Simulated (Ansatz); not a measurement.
Saddle point of ZnH3ClF2, singlet (ZnHCl ([Cl][ZnH]) + HF + HF → ZnClF + HF + H₂; bonds formed: Zn1–F5, H2–H6, H4–F7; bonds broken: Zn1–H2, H4–F5, H6–F7), PBE0-D4/def2-TZVP structure:

```xyz
7
angstrom
Zn -0.7954 -0.1298 -0.7127
H 0.8960 -0.2315 -0.9281
Cl -2.4377 -0.3595 -2.0089
H 0.3753 0.2848 1.3608
F -0.7502 0.2854 1.1971
H 1.2194 -0.0489 -0.0434
F 1.4925 0.1995 1.1353
```

Energies are electronic, without zero-point energy. Barriers and step energies count from the start structure reached by relaxing down the imaginary mode; all methods use the PBE0-D4 structures, on which another method's saddle can fall below an end. Program: Ansatz 0.2.0. Basis: def2-TZVPP, with def2-QZVPP for the basis limit. Cores are frozen in the correlated methods. The 3s and 3p shells of Cu and Zn are frozen; filled d shells are correlated. B3LYP uses VWN-RPA correlation. Extrapolation: Hartree–Fock as exp(−7.88 √X), correlation as X^−2.97.

| method | barrier (kJ/mol) | step energy (kJ/mol) |
| --- | --- | --- |
| SPW92 | 6.9 | 12.0 |
| PBE-D4 | 28.8 | -9.1 |
| BLYP-D4 | ? | -18.7 |
| r2SCAN-D4 | ? | -14.9 |
| B97M-V | 52.5 | -8.4 |
| PBE0-D4 | 39.0 | -10.4 |
| B3LYP-D4 | 41.7 | -17.9 |
| r2SCAN0-D4 | 38.0 | -14.7 |
| BHLYP-D4 | 52.3 | -20.9 |
| CAM-B3LYP-D4 | 40.0 | -16.2 |
| wB97X-V | ? | -19.6 |
| wB97M-V | 48.4 | -14.2 |
| B2PLYP | 44.0 | -21.1 |
| PBE-QIDH | 44.1 | -16.4 |
| RPA on PBE | 46.0 | -20.5 |
| HF | 80.5 | -34.6 |
| MP2 | 45.6 | -21.3 |
| CCSD | 54.4 | -21.2 |
| CCSD(T) | 48.3 | -19.4 |

Q: Fill in the withheld barriers. (An estimate is asked for; the value comes from the calculation.)

A: By the calculation: r2SCAN-D4 28.7; BLYP-D4 34.8; wB97X-V 43.7 kJ/mol. Each is the energy of the saddle less that of the start structure, by the same method.

For comparison, the barrier by CCSD(T) at an estimated basis limit (MP2 extrapolated from triple and quadruple zeta, plus CCSD(T) − MP2 in triple zeta) is 45.4 kJ/mol.

The T1 diagnostic stays at or below 0.014.

Labels in which every atom is bracketed show which atoms are joined, not bond orders.

For scale, one of the runs: CCSD(T)/def2-TZVPP, 210 basis functions, launched by `ansatz run in.yaml --threads 8 --pin off --events-out ev --progress --plain --max-ram 19148MiB`. Hardware: 8 CPU threads of an Intel Xeon Platinum 8488C, shared host. Wall time 28 s; peak host memory 3 GiB.
